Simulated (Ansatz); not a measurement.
Cost and result for the atomization energy of C2H5GaSi (`C#C[SiH2][GaH2]`) (9 atoms, 8 bonds).

Cartesian coordinates in Å:
```
C -1.5535 -2.0438 0.4324
C -0.6872 -1.2149 0.5699
Si 0.5994 0.0728 0.7027
Ga 0.5530 1.5761 -1.1894
H -2.3166 -2.7791 0.3180
H 1.9244 -0.5993 0.8077
H 0.3791 0.8251 1.9694
H -0.5171 1.4328 -2.3294
H 1.6186 2.7304 -1.2811
```

Total charge 0; spin multiplicity 1. Correlated methods include outer-core shells of Ga, which these sets cover unevenly. Scalar relativity is left out up to krypton. All single points use the PBE0-D4/def2-TZVP geometry. Program: Ansatz. All runs use 2 threads of an Arm Neoverse V1 on a shared host. Times are those of one run each, without the atoms' runs, and a repeat can differ threefold. Electronic energies, without spin–orbit coupling; frozen cores. CCSD(T)/CBS adds CCSD(T) − MP2 in def2-TZVPP to the MP2 limit, and its time is that of the two runs behind it. T1 = 0.014. With those shells the extrapolation isn't a true limit. B3LYP takes the VWN-RPA correlation (the form of Gaussian; ORCA's B3LYP/G). HSE06 is the plane-wave form, built on full-range PBE exchange.

CCSD(T)/CBS is a level of theory with its own doubt, some kJ/mol a heavy atom from the limit and from the frozen cores, so smaller differences don't rank the functionals.

| level | functions | wall time |
| --- | --- | --- |
| BLYP-D4/def2-TZVPP | 222 | 3.4 s |
| HSE06-D4/def2-TZVPP | 222 | 6 s |
| CAM-B3LYP-D4/def2-TZVPP | 222 | 6 s |
| CCSD(T)/def2-SVP | 103 | 7.5 s |
| r2SCAN-D4/def2-TZVPP (with forces) | 222 | 8 s |
| B3LYP-D4/def2-TZVPP (with forces) | 222 | 8.5 s |
| B2PLYP/def2-TZVPP | 222 | 9.5 s |
| ωB97X-V/def2-TZVPP | 222 | 14 s |
| B97M-V/def2-TZVPP | 222 | 15 s |
| ωB97M-V/def2-TZVPP (with forces) | 222 | 20 s |
| MP2/def2-QZVPP | 423 | 35 s |
| CCSD(T)/def2-TZVPP | 222 | 2.7 min |
| CCSD(T)/CBS(def2) | – | 3.3 min |

Question: What atomization energy does each give, and how far from CCSD(T)/CBS? (An estimate is asked.)

Answer: The calculation gave: 
```csv
level,atomization (kcal/mol),difference from CCSD(T)/CBS,per bond
BLYP-D4/def2-TZVPP,705.6,-7.1,-0.9
HSE06-D4/def2-TZVPP,709.9,-2.8,-0.4
CAM-B3LYP-D4/def2-TZVPP,711.5,-1.2,-0.1
CCSD(T)/def2-SVP,673.6,-39.1,-4.9
r2SCAN-D4/def2-TZVPP (with forces),713.7,1.0,0.1
B3LYP-D4/def2-TZVPP (with forces),709.0,-3.7,-0.5
B2PLYP/def2-TZVPP,703.8,-8.9,-1.1
ωB97X-V/def2-TZVPP,713.9,1.2,0.2
B97M-V/def2-TZVPP,717.2,4.5,0.6
ωB97M-V/def2-TZVPP (with forces),710.9,-1.8,-0.2
MP2/def2-QZVPP,714.5,1.8,0.2
CCSD(T)/def2-TZVPP,697.0,-15.7,-2.0
CCSD(T)/CBS(def2),712.7,0.0,0.0
```

From r2SCAN to r2SCAN0 (25 % exact exchange), in def2-TZVPP and without D4, the atomization energy moves by −10.3 kcal/mol: exact exchange takes away binding that semilocal exchange gives to molecules. The D4 term adds +7.4 kcal/mol with B3LYP and +3.9 kcal/mol with PBE0; it sums over pairs of atoms, weighted by their polarisabilities, and B3LYP, whose exchange is more repulsive, gets the larger term. Leaving LDA and LC-ωPBE aside and taking each functional with its dispersion term where it has one, the values, not all of them listed here, spread over 25.2 kcal/mol, from BHLYP-D4 to PBE-D4. LDA lies +88.3 kcal/mol from PBE without D4, its usual overbinding.
